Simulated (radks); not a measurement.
Isoelectronic series with 17 electrons, all held in the configuration [Ne] 3s2 3p5, which need not be the ground one along the series. Method: Dirac Kohn-Sham, PBE, spin-unpolarised, spherical densities, point nucleus; open shells fill j = l - 1/2 first; computed with a radial shooting solver on a logarithmic mesh with Libxc functionals. Total energies (hartree) and mean radii <r> (bohr) (* marks an orbital that is empty in some or all of the ions):

ion    E (hartree)  3d3/2*   3p3/2   3p1/2
V6+     -938.34111  0.9454  0.9185  0.9127
Cr7+   -1035.05216  0.8554  0.8521  0.8463
Mn8+   -1136.71236  0.7827  0.7950  0.7893
Fe9+   -1243.33559  0.7225  0.7453  0.7396
Co10+  -1354.93686  0.6715  0.7017  0.6960
Ni11+  -1471.53229  0.6277  0.6630  0.6572
Cu12+  -1593.13900  0.5896  0.6285  0.6226
Zn13+  -1719.77512  0.5561  0.5975  0.5915
Ga14+  -1851.45976  0.5264  0.5694  0.5634
Ge15+  -1988.21301  0.4998  0.5439  0.5378
As16+  -2130.05589  0.4758  0.5205  0.5144
Se17+  -2277.01045  0.4541  0.4992  0.4929
Br18+  -2429.09970  0.4344  0.4795  0.4731
Kr19+  -2586.34763  0.4163  0.4613  0.4549
